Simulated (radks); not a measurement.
Species: Ni3+. Configuration: [Ar] 3d7 (the NIST ground configuration).

Calculated with a radial shooting solver on a logarithmic mesh with Libxc functionals: non-relativistic Kohn-Sham, LB94 model potential, spin-polarised, spherical densities, point nucleus; open shells are filled with parallel spins first.

Energy parts (eV):
| part | energy |
|---|---|
| kinetic | 41120.384 |
| electron-nucleus | -97028.389 |
| Hartree | 16619.236 |
(The LB94 potential has no energy functional, so no total or exchange-correlation energy is given.)

Orbitals (lengths in bohr, moments of r in powers of bohr; r(max) is where P^2 peaks; r(90%) holds 90 % of the orbital's charge):
orbital  occ.  eigenvalue (eV)   r(max)  r(90%)      <r>
1s down     1        -8240.887  0.03614  0.0974  0.05471
1s up       1        -8240.845  0.03614  0.0974  0.05471
2s down     1        -1028.945   0.2076   0.382   0.2474
2s up       1        -1028.524   0.2076   0.382   0.2476
2p down     3        -907.3992   0.1658   0.352   0.2156
2p up       3        -907.0176   0.1658   0.352   0.2157
3s up       1        -158.0577   0.6465    1.12   0.7469
3s down     1        -155.1540   0.6474    1.12   0.7493
3p up       3        -120.9321   0.6478    1.19   0.7741
3p down     3        -118.1380   0.6489    1.20   0.7777
3d up       5         -58.8371   0.6112    1.48   0.8799
3d down     2         -56.4840   0.6123    1.51   0.8907

The highest occupied level is 3d down at -56.484 eV. The density falls to 0.001 e/bohr^3 at r = 2.63 bohr. The electron density at the nucleus is 1.495e+04 e/bohr^3. Spin moment in Bohr magnetons: 3. The spin density at the nucleus is 0.3456 e/bohr^3 (1s 0.0648, 2s -0.3958, 3s 0.6766), a Fermi contact field of 18.1 T.
